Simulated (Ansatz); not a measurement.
Reaction (ligand exchange at a B–C bond): `CCB(F)Cl` + HCl → `FB(Cl)Cl` + ethane

Gas-phase electronic energies from Ansatz, PBE0-D4/def2-TZVP geometries. CCSD(T)/CBS adds triple-zeta CCSD(T) − MP2 to the extrapolated MP2 energy (def2 sets, frozen cores). This one scheme is used for every species. Functionals use def2-TZVPP. B3LYP here is the variant with VWN-RPA as its local correlation; programs differ in this. HSE06 is defined as in plane-wave codes. One conformer a species, not always the lowest.

```json
{"level": "B97M-V", "ΔE (kcal/mol)": "-17.6"}
{"level": "PBE", "ΔE (kcal/mol)": "-17.5"}
{"level": "B3LYP", "ΔE (kcal/mol)": "-17.6"}
{"level": "r2SCANh", "ΔE (kcal/mol)": "-17.4"}
{"level": "HSE06", "ΔE (kcal/mol)": "-17.1"}
{"level": "CAM-B3LYP", "ΔE (kcal/mol)": "-16.7"}
{"level": "HF/def2-SVP", "ΔE (kcal/mol)": "-18.2"}
{"level": "MP2/CBS(def2)", "ΔE (kcal/mol)": "-16.8"}
```

What does CCSD(T)/CBS give? (An estimate is asked.)

The calculation gave: -15.7 kcal/mol. The listed levels differ from it by -1.9, -1.8, -1.9, -1.7, -1.4, -1.0, -2.5, -1.1 kcal/mol.

What do rigid-rotor, harmonic-oscillator terms from PBE0-D4/def2-TZVP frequencies (298.15 K, 1 bar) make of the CCSD(T)/CBS value? (Estimate.)

Computed: ΔZPE = +2.3 kcal/mol, ΔH = -14.1 kcal/mol, ΔS = -8 J/(mol·K), ΔG = -13.5 kcal/mol. Modes under 50 cm⁻¹ make the entropy rough.

Largest T1 diagnostic among the species: 0.012.

At CCSD(T), def2-SVP lies −3.2 kcal/mol from the extrapolated value and def2-TZVPP −0.3 kcal/mol. Leaving LDA and LC-ωPBE aside and taking each functional with its dispersion term where it has one, the values, not all of them listed here, spread over 1.4 kcal/mol, from B97M-V to ωB97X-V. LDA lies +1.6 kcal/mol from PBE without D4. From BLYP to BHLYP (50 % exact exchange), in def2-TZVPP and without D4, ΔE moves by +1.1 kcal/mol.
